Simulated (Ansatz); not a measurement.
In3P3⁺: single points at one geometry.

```yaml
crystal:
  periodic: [false, false, false]
  atoms:
    - {symbol: In, position_ang: [-1.742608, 2.218655, 0.024775]}
    - {symbol: In, position_ang: [3.435627, 0.258108, -0.017704]}
    - {symbol: In, position_ang: [-1.055538, -3.257710, 0.345386]}
    - {symbol: P, position_ang: [-1.861257, -0.618699, -0.083318]}
    - {symbol: P, position_ang: [0.195196, -0.254189, -0.051171]}
    - {symbol: P, position_ang: [1.028569, 1.653825, -0.217968]}
basis:
  gaussian: {orbitals: def2-TZVP, initial_orbitals: start.molden}
total_charge: 1
magnetization: {spin_polarized: true, initial_magnetization: 1}
hamiltonian: {xc: {name: LC-wPBE}}
scf: {omitted_lower_state_checks: [starts]}
output: {orbitals: {seedname: orbitals}}
```

The file start.molden holds the orbitals of an earlier run on this structure, at another level or in another basis.

```sh
$ ansatz run in.yaml --threads 4 --pin off --events-out ev --progress --plain --max-ram 4787MiB
```

Output, abridged:

```
Functional definition: LC-wPBE
1974 factors; their error is unknown
633 factors; integrals over basis functions are off by at most 1.2e-4 eV
mean field evaluation 1: about -43376.8260 eV, gradient 8.7e0 eV
mean field evaluation 2: about -43377.0868 eV, gradient 3.8e-1 eV
mean field evaluation 4: about -43377.0816 eV, gradient 5.9e-2 eV
mean field evaluation 8: about -43377.0816 eV, gradient 2.4e-5 eV
mean field -43377.08158431 eV, -1594.0783461815 hartree, gradient 7.9e-6 eV, S^2 0.787423; 0 other end points of the search recorded, 0 dependent functions left out
reference -43377.08158432 eV, -1594.0783461818 hartree; 54, 53 occupied and 207, 208 virtual orbitals, 1974 factors
Total energy: -43377.08158432 eV, -1594.0783461818 hartree
Checks for a lower state left out: starts
```

Run time 42 s (4 threads of Arm Neoverse V1 on a shared host), peak host memory 1.9 GiB.

The first input with `correlation: {method: mp2}` and without the key `hamiltonian` (abridged; 31 s):

```
Functional definition: HF
mean field -43259.92808914 eV, -1589.7730346433 hartree, gradient 6.5e-6 eV, S^2 1.254680
27 core orbitals not correlated: weight in the atoms' cores, before any rotation towards them, 1.000 or more for the frozen orbitals, at most 0.000 for the correlated occupied ones
second order -33.26046122 eV of doubles, -0.00000000 eV of singles
Total energy: -43293.18855035 eV, -1590.9953340484 hartree
Checks for a lower state left out: starts
```

First input, but with `gaussian: {orbitals: def2-SVP, initial_orbitals: start.molden}`, `hamiltonian: {xc: pbe, dispersion: d4}` (abridged; 4.2 s):

```
Functional definition: PBE
mean field -43363.86706454 eV, -1593.5927215370 hartree, gradient 2.2e-5 eV, S^2 0.752934
Total energy: -43364.34800016 eV, -1593.6103955953 hartree
Checks for a lower state left out: starts
```

Geometry: PBE-D4/def2-SVP.

In the def2 sets In takes a core potential; there is no spin–orbit coupling. LC-ωPBE has ω = 0.4 bohr⁻¹. Correlated methods freeze 27 core orbitals; core or outer-core shells of In are correlated, in sets that lack core-valence functions. At MP2/def2-TZVP the charge 1 doublet is spin-contaminated (final ⟨S²⟩ up to 1.25, 0.75 for a pure state). Another isomer (doublet) lies 0.85 eV lower at PBE0-D4/def2-TZVP; other spin states weren't run for this one.
